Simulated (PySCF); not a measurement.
**Computed structure and properties of [Nd(OH)2]+**

System: [Nd(OH)2]+ (singlet in the valence; each metal's 4f electrons, 3 of them, lie in its core potential, out of spins and levels); start: template (C2). Method: PySCF 2.14.0, RKS PBE0, Nd lcecp-1-SVP with ECP49, O def2-SVP, H def2-SVP; non-relativistic Hamiltonian with scalar-relativistic core potentials where named; density fitting; no spin-orbit coupling.

Input of the relaxation:

```python
mol = gto.M(atom='''
Nd     0.00000     0.00000    -0.17597
O      2.02620    -0.00000     0.73083
H      2.98570    -0.09060     0.78983
O     -2.02620     0.00000     0.73083
H     -2.98570     0.09060     0.78983''',
    basis={'Nd': 'lcecp-1-SVP', 'O': 'def2-SVP', 'H': 'def2-SVP'},
    ecp={'Nd': 'lcecp-1-SVP'},
    charge=1, spin=0)
mf = dft.RKS(mol, xc='PBE0')
mf.grids.atom_grid = (50, 194)  # f atoms: unpruned, at least (60, 302)
mf = mf.density_fit()  # fitting sets: Nd AutoAux, O def2-universal-JKFIT, H def2-universal-JKFIT
mf.conv_tol = 1e-08; mf.max_cycle = 55
mf.kernel(dm0)  # dm0: converged density of the start geometry
# quasi-Newton relaxation in Cartesian coordinates to a largest gradient under 0.00045 Eh/bohr, steps kept in the point group
```

Run from Python with OMP_NUM_THREADS=2; the lines above give its settings. Where DIIS fails, smearing, a level shift and second-order steps follow.
It took 30 s on 2 threads of Arm Neoverse V1, on a shared host, from the converged density of the start.

Course of the relaxation:

| step | energy above end (eV) | largest force component within the symmetry (eV/Å) |
| --- | --- | --- |
| 0 | 1.1431 | 2.940 |
| 1 | 0.5506 | 1.309 |
| 2 | 0.3428 | 1.214 |
| 3 | 0.2829 | 0.938 |
| 4 | 0.2187 | 0.429 |
| 5 | 0.1698 | 0.690 |
| 6 | 0.1083 | 0.640 |
| 7 | 0.0511 | 0.500 |
| 10 | 0.0046 | 0.297 |
| 11 | 0.0014 | 0.118 |
| 12 | 0.0010 | 0.083 |
| 13 | 0.0002 | 0.019 |
| 14 | 0.0000 | 0.007 |
| 15 | 0.0000 | 0.003 |
(The steps between are left out.)

Relaxed geometry (C2v):

```xyz
5

Nd    0.0000    0.0000   -0.6415
O     1.6395   -0.0342    0.5146
H     2.2755   -0.0472    1.2388
O    -1.6395    0.0342    0.5146
H    -2.2755    0.0472    1.2388
```

| contact | Å |
| --- | --- |
| Nd1–O2 (OH) | 2.006 |
| Nd1–O4 (OH) | 2.006 |

On the finer grid (75, 302):

```
HOMO                                                          : -13.49 eV
LUMO                                                          : -6.67 eV
Dipole about the centre of mass                               : 2.56 D
Set of Mulliken populations of Nd1 outside the core potential : s 2.10, p 6.13, d 1.30, f 0.10
D3(BJ) dispersion energy (not in the energies)                : -0.055 eV
```

```tsv
atom	Mulliken (e)	Löwdin (e)	spin (e)
Nd1	1.38	1.18	0.00
O2	-0.43	-0.21	0.00
H3	0.24	0.12	0.00
O4	-0.43	-0.21	0.00
H5	0.24	0.12	0.00
```

The 4f levels lie in the core potential and are missing. Their spin isn't counted.

A rough frequency check found all modes real, so this is a minimum.

Taking off one OH (charge -1, singlet; the rest: singlet) in vacuum, both parts rigid, costs 17.30 eV; the small basis without counterpoise inflates it. Most of it is the attraction of opposite charges; other ways to part are cheaper, and one spin state was tried for the rest.

Rigid scan of OH along the line from its metal:

| distance to O2 (Å) | energy (eV) |
| --- | --- |
| 1.71 | 1.823 |
| 1.81 | 0.697 |
| 1.91 | 0.150 |
| 2.01 | 0.000 |
| 2.11 | 0.114 |
| 2.21 | 0.400 |
| 2.41 | 1.246 |
| 2.71 | 2.698 |
| 3.11 | 4.396 |
| 3.61 | 5.857 |

One start shape was tried, so this needn't be the lowest isomer.

An lcecp potential fixes the number of 4f electrons, so in runs with it no electron can move into or out of that shell.
